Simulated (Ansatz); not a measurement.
Start from `O[Si](O)(F)[SiH2]F` and change one atom or group to get `O[Si](O)(F)[SiH3]`.

Ansatz, PBE0-D4/def2-TZVP geometries, multiplicity 1. Each molecule was computed in one conformer, which needn't be the lowest.

```json
{"property": "HOMO energy (ωB97M-V/def2-TZVPP) / eV", "`O[Si](O)(F)[SiH2]F`": "-10.56"}
{"property": "HOMO energy (B3LYP/def2-TZVPP) / eV", "`O[Si](O)(F)[SiH2]F`": "-8.26"}
{"property": "LUMO energy (PBE0/def2-TZVPP) / eV", "`O[Si](O)(F)[SiH2]F`": "-0.71"}
{"property": "size of the dipole moment (B3LYP/def2-TZVPP) / D", "`O[Si](O)(F)[SiH2]F`": "1.56"}
{"property": "LUMO energy (B3LYP/def2-TZVPP) / eV", "`O[Si](O)(F)[SiH2]F`": "-0.92"}
{"property": "zero-point energy (PBE0-D4/def2-TZVP) / kJ/mol", "`O[Si](O)(F)[SiH2]F`": "137.2"}
```

What does the change do to each property? (Estimate.)

The calculation gave: 
```
                                        property  `O[Si](O)(F)[SiH3]`  shift
           HOMO energy (ωB97M-V/def2-TZVPP) / eV               -10.55   0.01
             HOMO energy (B3LYP/def2-TZVPP) / eV                -8.25   0.01
              LUMO energy (PBE0/def2-TZVPP) / eV                 0.14   0.85
size of the dipole moment (B3LYP/def2-TZVPP) / D                 1.39  -0.17
             LUMO energy (B3LYP/def2-TZVPP) / eV                -0.07   0.85
  zero-point energy (PBE0-D4/def2-TZVP) / kJ/mol                148.9   11.7
```

Dipoles are sizes alone; their direction can turn.

B3LYP here is the variant with VWN-RPA as its local correlation; programs differ in this.
